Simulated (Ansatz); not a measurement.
A nudged elastic band was laid between two geometries of C3H10AlN (15 atoms, charge 0, multiplicity 1).

These are results of Ansatz, RKS PBE-D4/def2-SVP, not measurements.

```json
{
 "movable images": "7",
 "climbing image": "yes",
 "spring": "5.0 eV/Å²",
 "optimiser": "quadratic models (default)",
 "start path": "IDPP",
 "force threshold": "0.05 eV/Å",
 "iteration limit": "60",
 "end points": "relaxed"
}
```

Image 0:

```xyz
15
Properties=species:S:1:pos:R:3
N -0.603 1.587 1.570
C -0.626 0.657 0.476
C 0.086 -0.664 0.781
C 0.147 -1.543 -0.482
Al 0.776 -0.314 -1.913
H 0.356 1.869 1.807
H -1.141 2.438 1.376
H -1.681 0.456 0.188
H -0.157 1.074 -0.500
H -0.421 -1.152 1.642
H 1.119 -0.429 1.126
H 0.812 -2.418 -0.326
H -0.859 -1.950 -0.724
H -0.045 -0.048 -3.269
H 2.214 0.387 -1.723
```

Image 8:

```xyz
15
Properties=species:S:1:pos:R:3
N -0.191 1.649 1.816
C -0.434 0.912 0.580
C 0.075 -0.528 0.681
C -0.117 -1.322 -0.620
Al 0.911 -0.700 -2.190
H -0.514 2.619 1.719
H -0.761 1.245 2.572
H -1.507 0.885 0.247
H 0.120 1.428 -0.240
H -0.449 -1.028 1.529
H 1.147 -0.488 0.971
H 0.187 -2.386 -0.472
H -1.196 -1.386 -0.891
H 0.482 -1.156 -3.668
H 2.225 0.207 -2.004
```

**Question.** Which bonds break or form, and what moves?

**Answer.** No bond is made or broken. The dihedral H6–N1–C2–H9 goes from -60 to 59°.

**Question.** Give the energies along the band, and the barrier.

**Answer.** The forces met the threshold. The highest image is number 5 of 0 to 8, 0.152 eV above the first end and 0.059 eV above the last; the last end lies 0.093 eV above the first. A vibrational analysis at the climbing image gives one clearly imaginary mode, 254i cm⁻¹: a first-order saddle point.

```
image  path coordinate (Å)  energy (eV)  dihedral H6–N1–C2–H9 (°)
    0                 0.00        0.000                       -60
    1                 0.42        0.010                       -57
    2                 0.83        0.031                       -50
    3                 1.25        0.073                       -34
    4                 1.67        0.128                       -14
    5                 2.08        0.152                         8
    6                 2.58        0.127                        34
    7                 3.08        0.098                        54
    8                 3.57        0.093                        59
```

**Question.** What is the geometry of the highest image?

**Answer.** 
```xyz
15
Properties=species:S:1:pos:R:3:forces:R:3
N -0.349 1.653 1.755 -0.01 0.00 -0.01
C -0.465 0.834 0.547 0.01 0.01 0.00
C 0.043 -0.602 0.743 0.00 0.00 0.00
C -0.073 -1.433 -0.544 0.00 0.01 0.00
Al 0.907 -0.662 -2.081 0.00 0.00 0.00
H 0.131 2.537 1.562 0.00 0.00 0.00
H -1.274 1.905 2.118 0.00 0.00 0.00
H -1.513 0.791 0.165 0.00 0.00 0.00
H 0.127 1.296 -0.286 0.00 0.00 0.00
H -0.521 -1.060 1.586 0.00 0.00 0.00
H 1.100 -0.545 1.085 0.00 0.00 0.00
H 0.330 -2.459 -0.377 0.00 0.00 0.00
H -1.140 -1.586 -0.824 0.00 0.00 0.00
H 0.342 -0.764 -3.582 0.00 0.00 0.00
H 2.333 0.043 -1.839 0.00 0.00 0.00
```

**Question.** What are the harmonic wavenumbers there?

**Answer.** 254i, 45, 99, 127, 197, 269, 393, 467, 525, 601, 670, 735, 749, 769, 911, 923, 1013, 1050, 1095, 1116, 1184, 1254, 1264, 1310, 1347, 1360, 1396, 1423, 1581, 1846, 1854, 2860, 2930, 2945, 2957, 2994, 3010, 3447, 3528 cm⁻¹.

The band took 8 iterations and roughly 2.7 core-minutes.

The run took 83 s on 2 threads of Intel(R) Xeon(R) 6975P-C (Granite Rapids) (shared host), peak memory 0.18 GiB.
